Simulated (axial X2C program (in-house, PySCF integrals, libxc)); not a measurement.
# Bond lengths and stretching modes, held linear, of AsNC⁻

Calculated with an in-house all-electron X2C program for linear molecules (integrals from PySCF): two-component X2C with atomic mean-field Coulomb and Gaunt terms, Gaussian nuclei, basis As dyall-v3z, N dyall-av3z, C dyall-v3z with contracted cores. Spin-free rows use the one-electron spin-free X2C Hamiltonian.

Masses As 74.922, N 14.003, C 12.000 u. States: 2c Ω = 3/2 (beyond evenly filled blocks: ω = 3/2); spin-free M_S = 1/2, Λ = 1 (beyond evenly filled blocks: π+α, π+β, π-α).

PBE0, 2c: energies above the lowest point

```json
{"r(As–N) (Å)": "1.8320", "r(N–C) (Å)": "1.1456", "E (meV)": "62.85"}
{"r(As–N) (Å)": "1.8320", "r(N–C) (Å)": "1.1750", "E (meV)": "14.93"}
{"r(As–N) (Å)": "1.8320", "r(N–C) (Å)": "1.2044", "E (meV)": "55.33"}
{"r(As–N) (Å)": "1.8790", "r(N–C) (Å)": "1.1456", "E (meV)": "42.92"}
{"r(As–N) (Å)": "1.8790", "r(N–C) (Å)": "1.1750", "E (meV)": "0.00"}
{"r(As–N) (Å)": "1.8790", "r(N–C) (Å)": "1.2044", "E (meV)": "45.79"}
{"r(As–N) (Å)": "1.8790", "r(N–C) (Å)": "1.2338", "E (meV)": "164.04"}
{"r(As–N) (Å)": "1.9260", "r(N–C) (Å)": "1.1456", "E (meV)": "54.57"}
{"r(As–N) (Å)": "1.9260", "r(N–C) (Å)": "1.1750", "E (meV)": "15.74"}
{"r(As–N) (Å)": "1.9260", "r(N–C) (Å)": "1.2044", "E (meV)": "65.99"}
{"r(As–N) (Å)": "1.9729", "r(N–C) (Å)": "1.1750", "E (meV)": "54.92"}
{"r(As–N) (Å)": "1.9729", "r(N–C) (Å)": "1.2338", "E (meV)": "235.86"}
```

Question: Fit a quadratic surface with cubic terms in each bond: where is the minimum, and what are the two stretching wavenumbers?

Answer: At PBE0, 2c: bonds 1.877 and 1.174 Å; harmonic stretches 442.0 and 2083.5 cm⁻¹; force constants 2.24, 16.5 and coupling 0.52 mdyn/Å.

The other levels and Hamiltonians give:

| Hamiltonian | level | r(As–N) (Å) | r(N–C) (Å) | lower stretch (cm⁻¹) | upper stretch (cm⁻¹) |
| --- | --- | --- | --- | --- | --- |
| 2c | HF | 1.928 | 1.148 | 397.5 | 2295.5 |
| 2c | TPSSh | 1.881 | 1.181 | 438.2 | 2024.1 |
| spin-free | PBE0 | 1.874 | 1.174 | 444.8 | 2081.6 |
| spin-free | HF | 1.925 | 1.148 | 402.4 | 2295.0 |
| spin-free | TPSSh | 1.879 | 1.181 | 441.0 | 2021.7 |

Each state is one determinant, the lowest of a limited PBE0 search; the stretches come from a fit to these few points and carry an uncertainty of a few per cent. Other orders of the atoms were not compared. Left out for rough or failed fits: MP2 2c, MP2 spin-free. For an anion the highest level of a functional can be positive, and the basis then holds the extra electron. The molecule was held linear; bending was not examined, so a bent shape may lie lower. Note: functional without a current term on a determinant with orbital currents, of the molecule or an atom.
